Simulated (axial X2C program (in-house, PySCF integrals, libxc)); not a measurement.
# HgB⁺ with a deliberately poor setting

Computed with an in-house all-electron X2C program for linear molecules (integrals from PySCF).

The run was started with this input:
```json
{"zs": [80, 5], "q": 1, "bas": ["dyall-v3z", "dyall-v3z"], "levels": ["PBE0", "HF", "B97-3", "PBE"], "cc": false, "r0": 2.18, "npts": 10, "nst": 2, "ntry": 6, "opt": {"ecut": 0.5}}
```
```bash
python so2c.py task.json out
```

Keys: zs atomic numbers; q charge; bas basis sets; levels methods; cc coupled cluster on or off; r0 starting distance in Å; npts points on the curve; nst determinants followed; ntry starts of the search; ecut virtual cutoff in hartree. HF also brings MP2.

Task: One numerical setting was spoiled on purpose. Which, and what came out?

Result: Virtual space cut too low. States: spin-free M_S = 0, Λ = 0; 2c Ω = 0. The apparent results, which are not to be taken for properties of HgB⁺:

```
Hamiltonian  level  points converged  Re (Å)  ωe (cm⁻¹)  De (eV)  curve-fit residual (μEh)
  spin-free   PBE0          10 of 10   2.343        323     1.72                      0.65
  spin-free     HF          10 of 10   2.540        264     1.02                    0.0027
  spin-free    MP2          10 of 10   2.380        315     2.15                     0.017
  spin-free  B97-3          10 of 10   2.384        303     1.62                       0.7
  spin-free    PBE          10 of 10   2.311        328     1.89                      0.85
         2c   PBE0          10 of 10   2.336        325     1.73                      0.65
         2c     HF          10 of 10   2.534        265     1.02                    0.0029
         2c    MP2          10 of 10   2.371        317     2.20                      0.22
         2c  B97-3          10 of 10   2.376        305     1.62                      0.84
         2c    PBE          10 of 10   2.303        331     1.91                      0.84
```
